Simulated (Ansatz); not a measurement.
`C[Si]N([SiH3])[SiH3]` + NH₃ → `C[Si]N` + `[SiH3]N[SiH3]` at 500 K and 1 bar (ligand exchange at the Si–N bond).

Calculated with Ansatz (gas phase, PBE0-D4/def2-TZVP geometries, no zero-point term in ΔE). CCSD(T)/CBS is the MP2 limit (def2-TZVPP, def2-QZVPP) plus CCSD(T) − MP2 in def2-TZVPP, frozen cores. This one scheme is used for every species. One conformer a species, not always the lowest.

| species | CCSD(T)/CBS energy (Eh) | H − E (kJ/mol) | S (J/(mol·K)) |
| --- | --- | --- | --- |
| `C[Si]N([SiH3])[SiH3]` | -965.43545 | 306.3 | 483.6 |
| NH₃ | -56.50880 | 108.2 | 211.8 |
| `C[Si]N` | -384.84019 | 197.4 | 342.6 |
| `[SiH3]N[SiH3]` | -637.10515 | 216.0 | 394.7 |

H − E and S are ideal-gas, rigid-rotor, harmonic terms from PBE0-D4/def2-TZVP, for one conformer and one mirror image of each species. 1 Eh = 2625.50 kJ/mol, R = 8.31446 J/(mol·K).

Q: By hand: ΔE, ΔH, ΔS and ΔG.

A: ΔE = (-384.84019) + (-637.10515) − (-965.43545) − (-56.50880) = -0.00109 Eh = -2.9 kJ/mol. Δ(H − E) = 197.4 + 216.0 − 306.3 − 108.2 = -1.1, so ΔH = -4.0 kJ/mol. ΔS = 342.6 + 394.7 − 483.6 − 211.8 = 41.9 J/(mol·K). ΔG = -4.0 − 500 × (41.9)/1000 = -24.9 kJ/mol.

Q: By hand: the equilibrium constant, and the temperature at which ΔG would vanish if ΔH and ΔS stayed fixed.

A: log₁₀ K = −ΔG/(RT ln 10) = 2.6. ΔH and −TΔS have one sign here, so there is no such temperature. One of them is within its doubt of zero, so this could turn.

TΔS isn't small against ΔH here. A doubt of 5 kJ/mol in ΔE shifts log₁₀ K by 0.5 here. Other conformers and mirror images would add mixing entropy, several J/(mol·K) or more a flexible species. Modes under 60 cm⁻¹, often nearly free rotors, make the harmonic entropy too high. These are equilibria of isolated gas molecules and say nothing of rates. Largest T1 diagnostic: 0.013 (customary marks: 0.02 for closed shells, 0.045 for open ones).
